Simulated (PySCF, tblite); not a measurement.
Isomers of C6H7FN2Si, one GFN2-xTB conformer each. Single-point energies are computed at PBE0/pcSseg-1 (PySCF, gas phase, no added dispersion term), electronic only.

Question: Rank them by PBE0/pcSseg-1 energy, lowest first (kcal/mol).
A. `[CH3:1][Si@:2]1([NH2:3])[CH:4]=[CH:5][C:6]([C:7]#[N:8])=[C:9]1[F:10]` with C1–Si2–N3–H 38° and -179°
B. `[CH:1]#[C:2][CH2:3][n:4]1[n:5][c:6]([F:7])[cH:8][c:9]1[SiH3:10]` with C2–C3–N4–N5 102°

Answer: A (0.0), B (60.9).

As drawn, the lower has a C≡N group, an N–H bond and a C=C bond outside aromatic rings, which the higher lacks; the higher has an aromatic ring, a C≡C bond and an N–N linkage, which the lower lacks. GFN2-xTB itself gives, in the same order: 11.9, 0.0. GFN2-xTB puts C#CCn1nc(F)cc1[SiH3] lowest instead.

Question: Which frontier levels, dipoles and rotational constants go with these structures?

Answer: 
```
                 SMILES  HOMO (eV, PBE0/pcSseg-1)  LUMO (eV)  dipole (D)       A, B, C (MHz)
C[Si@]1(N)C=CC(C#N)=C1F                     -6.99      -2.31        5.76  2050, 783.2, 679.6
   C#CCn1nc(F)cc1[SiH3]                     -7.32      -0.43        3.43  1570, 877.2, 626.6
```

Question: What happens when harmonic zero-point energies from GFN2-xTB frequencies are added?

Answer: 
```csv
SMILES,ZPE (kcal/mol),electronic (kcal/mol),with ZPE (kcal/mol)
C[Si@]1(N)C=CC(C#N)=C1F,73.6,0.0,0.0
C#CCn1nc(F)cc1[SiH3],70.0,60.9,57.3
```

The zero-point energies span 3.6 kcal/mol. The order is unchanged.
